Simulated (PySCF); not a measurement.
Radial density of Ca⁺ (calcium, charge +1)

UHF, [Ar] 4s1, 2S determinant. Computed with PySCF 2.14 in aug-cc-pVDZ-X2C, with scalar relativity by spin-free X2C-1e.

| r (bohr) | 4πr²ρ (e/bohr) | 4πr²(ρα − ρβ) |
| --- | --- | --- |
| 0.00161 | 0.2014 | 0.0001 |
| 0.00271 | 0.5216 | 0.0002 |
| 0.00455 | 1.317 | 0.0004 |
| 0.00766 | 3.173 | 0.0010 |
| 0.0129 | 7.058 | 0.0023 |
| 0.0217 | 13.73 | 0.0042 |
| 0.0364 | 21.29 | 0.0058 |
| 0.0613 | 23.12 | 0.0034 |
| 0.103 | 17.74 | -0.0015 |
| 0.173 | 20.20 | 0.0079 |
| 0.292 | 23.81 | 0.0141 |
| 0.491 | 9.543 | 0.0024 |
| 0.825 | 6.961 | 0.0475 |
| 1.39 | 5.545 | -0.0038 |
| 2.33 | 0.8936 | 0.2084 |
| 3.93 | 0.3048 | 0.2989 |
| 6.61 | 0.03228 | 0.0323 |
| 11.1 | 0.0001205 | 0.0001 |

Densities and radii are taken from the X2C orbitals without a picture-change correction, which distorts them close to the nucleus.

Problem. Where is the radial spin density 4πr²(ρα − ρβ) most negative, and why is it negative at all?

Solution. Around r = 1.39 bohr, down to -0.0038 e/bohr: exchange with the open shell polarises the paired shells in an unrestricted calculation.
